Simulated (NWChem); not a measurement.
A series in which one site is exchanged, each optimised at PBE0/def2-SVP with NWChem, gas phase unless a solvent is named. All stand in one matching conformer (torsions within 35°), which need not be the lowest. This build's default masses of Se (78.918 u) and Br (79.917 u) are each other's, which moves their modes by up to 0.6 %. For some, no frequency run checked for a minimum. def2 effective core potentials on I; no spin-orbit coupling.

A: [SiH2](I)O (SiH3OI; site = I)
B: O[SiH3] (SiH$_{4}$O; site = H)
C: O[SiH2]F (SiH3OF; site = F)
D: O[SiH2]Br (SiH₃OBr; site = Br)

Task: Rank them by orbital gap (eV), PBE0/def2-SVP, lowest first.

Result: A (7.46), D (8.84), B (9.18), C (10.26)
